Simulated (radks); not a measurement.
The numbers below are computed, except where a source is named.
Question: The mean radii <r> (bohr) of the occupied orbitals of an atom or ion are listed with their occupations. Code: a radial shooting solver on a logarithmic mesh with Libxc functionals. Model: non-relativistic Kohn-Sham, LDA (Slater exchange, Perdew-Wang correlation), spin-unpolarised, spherical densities, point nucleus.

orbital  occ.      <r>
1s          2  0.02925
2s          2   0.1238
2p          6   0.1053
3s          2   0.2944

Name the element and its charge.

Answer: Z = 52, tellurium, charge +40: Te40+ in [Ne] 3s2. The 1s radius gives Z: for a bare nucleus <r> = 1.5/Z, 0.02885 bohr for Z = 52, and screening makes it slightly larger (0.02925 here). The occupations add up to 12, and the charge is Z minus that.
